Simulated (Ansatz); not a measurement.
Several settings on one geometry of H₂Au₂⁻ (the lowest doublet isomer of a short search) (that of the charge -1 doublet, PBE0-D4/def2-TZVPD). Ansatz on 4 threads of Arm Neoverse V1 on a shared host; times are rough.

Cartesian coordinates in Å:
```
Au 1.499 -1.524 -0.179
Au -0.414 0.569 0.055
H -0.869 2.124 0.152
H -0.216 -1.169 -0.028
```

Totals from different functionals, basis sets or treatments of relativity can't be compared as stabilities.

In the def2 sets Au takes a core potential; there is no spin–orbit coupling. A multiply charged anion in the gas phase is held together partly by the finite basis.

The spins typed aren't always the lowest for that charge.

Task: Give the basis size and estimate the energy, ⟨S²⟩ and time of these runs.

```
run                       method  charge    state                                               further keys
  1        ROKS ωPBEh/def2-TZVPD      -1  doublet  scf: {omitted_lower_state_checks: [starts]}; forces asked
  2  RKS PBEsol-D3(BJ)/def2-TZVP      -2  singlet                                               forces asked
  3       UKS ωB97X-V/def2-TZVPD      -1  doublet  scf: {omitted_lower_state_checks: [starts]}; forces asked
```

Result: 
```tsv
run	functions	energy (Eh)	⟨S²⟩	wall time
1	104	-272.7237	–	2 s
2	92	-272.3557	–	1.1 s
3	104	-272.6588	0.76	7 s
```

The highest occupied level of an anion often lies above zero with these methods, and sets without diffuse functions describe the outer electron poorly. This restricted singlet of an open-shell metal wasn't tested against broken symmetry or higher spin.
